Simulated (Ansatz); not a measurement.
A nudged elastic band was laid between two geometries of CH8AlPSi (12 atoms, charge 0, multiplicity 1).

Method: RKS PBE0-D4/def2-SVP in Ansatz.

```
movable images  : 5
climbing image  : yes
spring          : 5.0 eV/Å²
optimiser       : quadratic models (default)
start path      : through a guess of the saddle point
force threshold : 0.03 eV/Å
iteration limit : 60
end points      : relaxed
```

Initial state:

```xyz
12
Properties=species:S:1:pos:R:3
C -0.097 2.417 0.012
Si -0.776 0.651 0.000
Al 0.935 -1.103 0.181
P 0.294 -3.317 0.530
H -0.911 3.151 -0.091
H 0.436 2.625 0.952
H 0.610 2.568 -0.818
H -1.769 0.483 1.115
H -1.549 0.425 -1.271
H 2.502 -0.795 0.201
H 1.217 -3.871 -0.410
H -0.816 -3.287 -0.367
```

Final state:

```xyz
12
Properties=species:S:1:pos:R:3
C -0.355 2.479 -0.126
Si -0.287 0.597 0.108
Al 2.005 -0.312 0.853
P 0.680 -2.489 0.189
H -1.376 2.825 -0.346
H -0.006 2.990 0.785
H 0.300 2.788 -0.955
H -1.291 0.225 1.178
H -0.858 -0.037 -1.144
H 1.060 -3.814 0.552
H 0.936 -2.603 -1.205
H -0.730 -2.703 0.144
```

What changes between the two ends?

Bonds broken: Al3–H10. Bonds formed: P4–H10.

Give the energies along the band, and the barrier.

It converged. The highest image is number 3 of 0 to 6, 48.7 kcal/mol above the first end and 19.8 kcal/mol above the last; the last end lies 28.9 kcal/mol above the first. Neighbouring images differ by up to 2.0 eV, so the band resolves the path poorly. A vibrational analysis at the climbing image gives one clearly imaginary mode, 756i cm⁻¹: a first-order saddle point. The orbitals stay closed-shell, which can raise the energy where a bond breaks towards radicals; this wasn't checked here.

| image | path coordinate (Å) | energy (kcal/mol) | Al3–H10 (Å) | P4–H10 (Å) |
| --- | --- | --- | --- | --- |
| 0 | 0.00 | 0.0 | 1.60 | 3.37 |
| 1 | 1.61 | 0.9 | 1.59 | 3.39 |
| 2 | 3.21 | 3.6 | 1.57 | 3.29 |
| 3 | 4.82 | 48.7 | 1.71 | 1.77 |
| 4 | 6.18 | 29.8 | 3.01 | 1.42 |
| 5 | 7.54 | 29.6 | 3.52 | 1.42 |
| 6 | 8.89 | 28.9 | 3.64 | 1.43 |

What is the geometry of the highest image?


```xyz
12
Properties=species:S:1:pos:R:3
C -0.280 2.363 -0.144
Si -0.434 0.499 0.143
Al 1.833 -0.556 0.179
P 0.528 -2.401 -0.384
H -1.272 2.841 -0.128
H 0.341 2.829 0.637
H 0.185 2.572 -1.119
H -1.087 0.275 1.478
H -1.352 -0.063 -0.907
H 1.586 -2.047 0.988
H 0.908 -3.744 -0.113
H -0.878 -2.624 -0.596
```

The band took 28 iterations and roughly 5 core-minutes.

Run time: 2.7 min on 2 threads of AMD EPYC 9R45 96-Core Processor (Zen 5) (shared host), peak memory 0.27 GiB.
